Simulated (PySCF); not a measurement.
W(OH)2(H)4 (H6O2W), SMILES [OH][WH4][OH], multiplicity 1.

The structure is a stationary point at PBE0-D3(BJ)/def2-SVP. The geometry has at least one imaginary mode, so it is a saddle point at that level. The multiplicity is an assumed one; no other spin state was optimised. The structure was generated by enumeration; whether it is a known compound was not checked. The def2 effective core potentials stand for the cores of W; spin–orbit coupling is left out. One conformer was computed; it need not be the lowest.

Two levels are set side by side: TDA-PBE/def2-SVPD (PySCF) and TDA-PBE0/def2-SVPD (PySCF). Vertical, same geometry. The lowest singlet is HOMO→LUMO 99 % with PBE and HOMO→LUMO 99 % with the other functional; states are paired by order. Differences are taken from unrounded values.

```tsv
quantity	TDA-PBE
lowest singlet excitation (eV)	3.51
lowest triplet excitation (TDA) (eV)	3.03
```

These are the TDA-PBE values. What does TDA-PBE0 give? (An estimate is asked for; the answer gives what the named calculation found.)


```csv
quantity,TDA-PBE0,TDA-PBE minus TDA-PBE0
lowest singlet excitation (eV),3.73,-0.22
lowest triplet excitation (TDA) (eV),3.22,-0.19
```

A lower first singlet is the usual sign of a functional without exact exchange. Differences between two approximate levels are no errors against the true value.

Rough cost on one machine, each run with all the roots and properties that it gave: TDA-PBE0 against TDA-PBE within a factor of 2.
